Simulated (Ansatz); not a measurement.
Worked example: C2H3BrO + GaH2(NH2) → C2H5NO + GaH2Br

Species: C2H3BrO (acetyl bromide) `CC(=O)Br`, singlet; GaH2(NH2), singlet; C2H5NO (acetamide) `CC(N)=O`, singlet; GaH2Br `[GaH2][Br]`, singlet. The partners trade Br for NH2: C–Br and Ga–NH2 bonds give way to C–NH2 and Ga–Br.

Shapes, held fixed at every level: PBE0-D4/def2-TZVP. Flexible molecules stand in one conformer, not always the lowest. Programs: Ansatz 0.2.0. The zero-point and thermal change to 298 K, harmonic and unscaled (PBE0-D4/def2-TZVP), is +5.4 kJ/mol.

At CCSD(T)/def2-TZVPP; 1 Eh = 2625.50 kJ/mol:

| species | energy (Eh) |
| --- | --- |
| C2H3BrO | -2725.716413 |
| GaH2(NH2) | -1980.546097 |
| C2H5NO | -208.896623 |
| GaH2Br | -4497.410693 |

Q: Work out ΔH(298 K) of the reaction at this level.

A: 
1. Products less reactants: (-208.896623) + (-4497.410693) − [(-2725.716413) + (-1980.546097)] = -0.044806 Eh = -117.6 kJ/mol.
2. With the thermal change: -117.6 + (+5.4) = -112.2 kJ/mol.

Other levels give -132.5 (CCSD/def2-SVP) to -109.1 kJ/mol (MP2/def2-TZVPP). No measured value is set beside it here. Relativity is left out for Br, Ga unless named. Correlated rows may include outer-core shells of Br, Ga, which these sets cover unevenly.
